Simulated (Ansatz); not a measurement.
Cl₂Se, SMILES Cl[Se]Cl (connectivity only; charge and spin as stated), charge +1, multiplicity 2.

Geometry: PBE0-D3(BJ)/def2-TZVP. The multiplicity is an assumed one; other spin states were not compared. The isomer is the one that the SMILES or the coordinates give; other isomers of the formula were not compared.

Two levels are set side by side: PBE/def2-TZVPD (Ansatz, an electronic-structure program) and PBE0/def2-TZVPD (Ansatz). Energy differences of separate SCF runs at the same geometry; the states with an electron removed or added have multiplicity 1 and 1. Differences are taken from unrounded values.

```
quantity                          PBE0    PBE  PBE minus PBE0
-------------------------------  -----  -----  --------------
vertical ionisation energy (eV)  16.70  16.26           -0.44
vertical electron affinity (eV)   9.01   8.77           -0.24
```
